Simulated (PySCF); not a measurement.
# Computed records: ClH4Si2

All values are calculated (PySCF 2.14.0). Calculation on a computer-drawn molecule: optimised geometry and harmonic frequencies of an isolated molecule of the commonest isotopes, restricted reference for singlets and unrestricted otherwise, frozen core in MP2.

Entry: ClH4Si2

Start structure:
```xyz
7
ClH4Si2
Si     0.4399     1.0332     0.0094
Si     1.6291    -0.9430    -0.3022
Cl     0.3304    -2.3571    -0.4642
H     -0.0884     1.6101     1.2950
H     -0.1806     1.9860    -0.9370
H      2.4078    -0.6639    -1.6147
H      2.5439    -1.0080     0.8111
```

* charge: 1
* multiplicity: 1
* method: HF
* basis: cc-pV(D+d)Z
* rotational constants: ?
* total energy: ?

Drawn bonds:
```csv
atom,other atom,order
1,2,1
2,3,1
1,4,1
1,5,1
2,6,1
2,7,1
```

## Withheld values
1. What rotational constants does the calculation give for ClH4Si2?
2. Estimate the total energy of ClH4Si2.

Answers
1. 8.665, 2.767, 2.21 GHz
2. -1039.4458 hartree

Further results for ClH4Si2:

- convergence status largest gradient component: 4.609e-06 hartree/bohr

Optimised structure:
```xyz
7
ClH4Si2
Si     0.3951     1.0831     0.0352
Si     1.7630    -0.8474    -0.3364
Cl     0.1699    -2.1322    -0.4358
H     -0.0796     1.4795     1.3671
H     -0.2234     1.8441    -1.0579
H      2.4559    -0.6998    -1.6156
H      2.6012    -1.0700     0.8408
```

Modes:
```csv
frequency (cm⁻¹),reduced mass (dalton)
42.55,7.306
112.7,1.038
380.8,1.031
421.5,8.158
576.8,17.62
622.1,1.251
674.3,1.197
703.1,1.042
839.6,1.099
990.3,1.051
1041,1.074
2386,1.029
2406,1.026
2420,1.056
2434,1.058
```
